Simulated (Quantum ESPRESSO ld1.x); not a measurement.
Input file for ld1.x (Quantum ESPRESSO 7.5):

```
 &input
    zed=45.0,
    iswitch=1,
    rel=2,
    dft='PW91',
    config='[Ar] 3d10 4s2 4p5 5s0 4d0',
    rel_dist='energy',
    verbosity='high',
    lsmall=.true.,
    prefix='ld1',
    max_out_wfc=37,
    file_charge='ld1.rho',
 /
```

Output (excerpt):

```
     Program LD1 v.7.5 starts

     --------------------------- All-electron run ----------------------------

     dirac relativistic calculation

     atomic number is 45.00
     dft =PW91   lsd =0 sic =0 latt =0  beta=0.20 tr2=1.0E-14
     Exchange-correlation= PW91
                           (   1   4   2   2   0   0   0)
     mesh =2053 r(mesh) = 100.41760 a.u. xmin = -8.00 dx = 0.00800
     1 Ry =  13.60569312 eV, c = 137.03599908

     n l j   nl                  e(Ry)          e(Ha)          e(eV)
     Spin orbit split results
     1 0 0.5 1S 1( 2.00)   -1707.065619229    -853.532809615 -23225.8109560
     2 0 0.5 2S 1( 2.00)    -259.822846724    -129.911423362  -3535.0699189
     2 1 0.5 2P 1( 2.00)    -241.668382487    -120.834191244  -3288.0658497
     2 1 1.5 2P 1( 4.00)    -231.032154784    -115.516077392  -3143.3525995
     3 0 0.5 3S 1( 2.00)     -57.909250155     -28.954625078   -787.8954866
     3 1 0.5 3P 1( 2.00)     -50.809124984     -25.404562492   -691.2933624
     3 1 1.5 3P 1( 4.00)     -48.962930886     -24.481465443   -666.1746120
     3 2 1.5 3D 1( 4.00)     -36.420447612     -18.210223806   -495.5254336
     3 2 2.5 3D 1( 6.00)     -36.053824095     -18.026912047   -490.5372665
     4 0 0.5 4S 1( 2.00)     -18.838088894      -9.419044447   -256.3052565
     4 1 0.5 4P 1( 2.00)     -16.478081882      -8.239040941   -224.1957253
     4 1 1.5 4P 1( 3.00)     -16.105082250      -8.052541125   -219.1208068
     5 0 0.5 5S 1( 0.00)      -8.962468438      -4.481234219   -121.9405952
     4 2 1.5 4D 1( 0.00)     -12.262659070      -6.131329535   -166.8419762
     4 2 2.5 4D 1( 0.00)     -12.199734913      -6.099867457   -165.9858494
     Averaged results
     1 0     1S 1( 2.00)   -1707.065619229    -853.532809615 -23225.8109560
     2 0     2S 1( 2.00)    -259.822846724    -129.911423362  -3535.0699189
     2 1     2P 1( 6.00)    -234.577564019    -117.288782009  -3191.5903496
     3 0     3S 1( 2.00)     -57.909250155     -28.954625078   -787.8954866
     3 1     3P 1( 6.00)     -49.578328919     -24.789164459   -674.5475288
     3 2     3D 1(10.00)     -36.200473502     -18.100236751   -492.5325334
     4 0     4S 1( 2.00)     -18.838088894      -9.419044447   -256.3052565
     4 1     4P 1( 5.00)     -16.229415461      -8.114707731   -220.8124463
     5 0     5S 1( 0.00)      -8.962468438      -4.481234219   -121.9405952
     4 2     4D 1( 0.00)     -12.224904576      -6.112452288   -166.3283001

     final scf error:  8.3E-15 reached in  44 iterations

     Etot =   -9512.506924 Ry,   -4756.253462 Ha, -129424.250039 eV

     Ekin =    9921.253751 Ry,    4960.626876 Ha,  134985.533934 eV
     Encl =  -22525.226289 Ry,  -11262.613145 Ha, -306471.316419 eV
     Eh   =    3357.481293 Ry,    1678.740647 Ha,   45680.860140 eV
     Exc  =    -266.015679 Ry,    -133.007839 Ha,   -3619.327694 eV

     normalization and overlap integrals

     s(1S/1S) =  1.000000  <r> =   0.0326  <r2> =    0.0014  r(max) =   0.0212
     LC norm =  0.97291943 + SC norm =  0.02708057 =  1.00000000
     s(2S/2S) =  1.000000  <r> =   0.1415  <r2> =    0.0237  r(max) =   0.1202
     LC norm =  0.99437361 + SC norm =  0.00562639 =  1.00000000
     s(2P/2P) =  1.000000  <r> =   0.1203  <r2> =    0.0178  r(max) =   0.0930
     LC norm =  0.99436303 + SC norm =  0.00563697 =  1.00000000
     s(2P/2P) =  1.000000  <r> =   0.1251  <r2> =    0.0191  r(max) =   0.0968
     LC norm =  0.99457268 + SC norm =  0.00542732 =  1.00000000
     s(3S/3S) =  1.000000  <r> =   0.3892  <r2> =    0.1734  r(max) =   0.3511
     LC norm =  0.99843758 + SC norm =  0.00156242 =  1.00000000
     s(3P/3P) =  1.000000  <r> =   0.3815  <r2> =    0.1692  r(max) =   0.3373
     LC norm =  0.99849123 + SC norm =  0.00150877 =  1.00000000
     s(3P/3P) =  1.000000  <r> =   0.3920  <r2> =    0.1785  r(max) =   0.3483
     LC norm =  0.99854753 + SC norm =  0.00145247 =  1.00000000
     s(3D/3D) =  1.000000  <r> =   0.3654  <r2> =    0.1593  r(max) =   0.2875
     LC norm =  0.99865885 + SC norm =  0.00134115 =  1.00000000
     s(3D/3D) =  1.000000  <r> =   0.3687  <r2> =    0.1621  r(max) =   0.2921
     LC norm =  0.99867523 + SC norm =  0.00132477 =  1.00000000
     s(4S/4S) =  1.000000  <r> =   0.9106  <r2> =    0.9315  r(max) =   0.8533
     LC norm =  0.99954953 + SC norm =  0.00045047 =  1.00000000
     s(4P/4P) =  1.000000  <r> =   0.9507  <r2> =    1.0210  r(max) =   0.8810
     LC norm =  0.99958734 + SC norm =  0.00041266 =  1.00000000
     s(4P/4P) =  1.000000  <r> =   0.9704  <r2> =    1.0633  r(max) =   0.9024
     LC norm =  0.99959919 + SC norm =  0.00040081 =  1.00000000
     s(5S/5S) =  1.000000  <r> =   1.7612  <r2> =    3.4519  r(max) =   1.7530
     LC norm =  0.99981786 + SC norm =  0.00018214 =  1.00000000
     s(4D/4D) =  1.000000  <r> =   1.0683  <r2> =    1.3043  r(max) =   0.9698
     LC norm =  0.99967470 + SC norm =  0.00032530 =  1.00000000
     s(4D/4D) =  1.000000  <r> =   1.0742  <r2> =    1.3185  r(max) =   0.9776
     LC norm =  0.99967729 + SC norm =  0.00032271 =  1.00000000

     LC charge = 34.87340874 + SC charge =  0.12659126 = 35.00000000

     ------------------------ End of All-electron run ------------------------
```

Run on one thread of a shared host, so times are rough (Intel(R) Xeon(R) Processor @ 2.60GHz): 0.83 s of CPU time, 0.85 s wall, 44 iterations on 2053 mesh points.
